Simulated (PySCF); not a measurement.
# Correlation energy of Mo²⁺ (molybdenum, charge +2)

[Kr] 4d3 5p1, one real determinant (an excited configuration). All numbers are calculated (PySCF 2.14, the spin-free X2C one-electron Hamiltonian (Gaussian nucleus), in x2c-TZVPPall with one added diffuse shell each of s, p, d, f type (9s7p7d3f1g, 95 functions)). Frozen: [Ar] 3d10; 12 electrons correlated.

| level | correlation energy (mhartree) |
| --- | --- |
| CCSD | -294.63 |
| (T) | -6.96 |
| CCSD(T) | -301.59 |

Diagnostics: T1 = 0.0072, D1 = 0.0303, largest double amplitude 0.043.

The real determinant used has ⟨L²⟩ near 14 against 20 for a pure G term, so it mixes terms.

Cost of the coupled-cluster step: of the order of 110 core-seconds, for 12 correlated electrons.

Iterations:

```
CC2 = 0
CCSD nocc = (np.int64(8), np.int64(4)), nmo = (81, 81)
frozen orbitals [[0, 1, 2, 3, 4, 5, 6, 7, 8, 9, 10, 11, 12, 13], [0, 1, 2, 3, 4, 5, 6, 7, 8, 9, 10, 11, 12, 13]]
max_cycle = 100
direct = 0
conv_tol = 1e-08
conv_tol_normt = 1e-06
diis_space = 8
diis_start_cycle = 0
Init t2, MP2 energy = -0.277001224712655
Init E_corr(UCCSD) = -0.27700122472175
cycle = 1  E_corr(UCCSD) = -0.289952506653257  dE = -0.0129512819  norm(t1,t2) = 0.0347673
cycle = 2  E_corr(UCCSD) = -0.293335466657733  dE = -0.00338296  norm(t1,t2) = 0.0125039
cycle = 3  E_corr(UCCSD) = -0.294568990321876  dE = -0.00123352366  norm(t1,t2) = 0.0077734
cycle = 4  E_corr(UCCSD) = -0.294472560525342  dE = 9.64297965e-05  norm(t1,t2) = 0.00487384
cycle = 5  E_corr(UCCSD) = -0.294487403071879  dE = -1.48425465e-05  norm(t1,t2) = 0.00314276
cycle = 6  E_corr(UCCSD) = -0.294500946860183  dE = -1.35437883e-05  norm(t1,t2) = 0.0237833
cycle = 7  E_corr(UCCSD) = -0.294536365951482  dE = -3.54190913e-05  norm(t1,t2) = 0.00235403
cycle = 8  E_corr(UCCSD) = -0.29455479124063  dE = -1.84252891e-05  norm(t1,t2) = 0.01032
cycle = 9  E_corr(UCCSD) = -0.294653863186472  dE = -9.90719458e-05  norm(t1,t2) = 0.00893826
cycle = 10  E_corr(UCCSD) = -0.294647194487764  dE = 6.66869871e-06  norm(t1,t2) = 0.000758197
cycle = 11  E_corr(UCCSD) = -0.294627489828457  dE = 1.97046593e-05  norm(t1,t2) = 0.000421342
cycle = 12  E_corr(UCCSD) = -0.294623257985659  dE = 4.2318428e-06  norm(t1,t2) = 0.000265639
cycle = 13  E_corr(UCCSD) = -0.294628619407559  dE = -5.3614219e-06  norm(t1,t2) = 0.000140421
cycle = 14  E_corr(UCCSD) = -0.294629300243608  dE = -6.80836049e-07  norm(t1,t2) = 4.90121e-05
cycle = 15  E_corr(UCCSD) = -0.294629434760324  dE = -1.34516716e-07  norm(t1,t2) = 0.000327325
cycle = 16  E_corr(UCCSD) = -0.294629244661409  dE = 1.90098915e-07  norm(t1,t2) = 4.39525e-05
cycle = 17  E_corr(UCCSD) = -0.294629268978513  dE = -2.43171044e-08  norm(t1,t2) = 0.000217447
cycle = 18  E_corr(UCCSD) = -0.294629488898154  dE = -2.19919641e-07  norm(t1,t2) = 0.000155521
cycle = 19  E_corr(UCCSD) = -0.294628652397326  dE = 8.36500829e-07  norm(t1,t2) = 2.52337e-05
cycle = 20  E_corr(UCCSD) = -0.294628283698788  dE = 3.68698538e-07  norm(t1,t2) = 1.39485e-05
cycle = 21  E_corr(UCCSD) = -0.294628110098309  dE = 1.73600479e-07  norm(t1,t2) = 8.97275e-06
cycle = 22  E_corr(UCCSD) = -0.2946281413533  dE = -3.12549915e-08  norm(t1,t2) = 4.42274e-06
cycle = 23  E_corr(UCCSD) = -0.294628089303918  dE = 5.20493822e-08  norm(t1,t2) = 3.17198e-06
cycle = 24  E_corr(UCCSD) = -0.294628085640415  dE = 3.66350272e-09  norm(t1,t2) = 1.03645e-05
cycle = 25  E_corr(UCCSD) = -0.294628047784402  dE = 3.7856013e-08  norm(t1,t2) = 3.6803e-06
cycle = 26  E_corr(UCCSD) = -0.294628047732885  dE = 5.15177345e-11  norm(t1,t2) = 1.07216e-05
cycle = 27  E_corr(UCCSD) = -0.294628051081117  dE = -3.34823186e-09  norm(t1,t2) = 6.33502e-06
cycle = 28  E_corr(UCCSD) = -0.294628023600141  dE = 2.74809753e-08  norm(t1,t2) = 2.98705e-06
cycle = 29  E_corr(UCCSD) = -0.294628026866831  dE = -3.26668986e-09  norm(t1,t2) = 6.44934e-07
UCCSD converged
E(UCCSD) = -4045.366056129681  E_corr = -0.294628026866831
UCCSD(T) correction = -0.00695716387524334
```

The reference is one real determinant that mixes LS terms of this configuration.

This basis was not built for core-valence correlation, so the inner-shell part is incomplete.
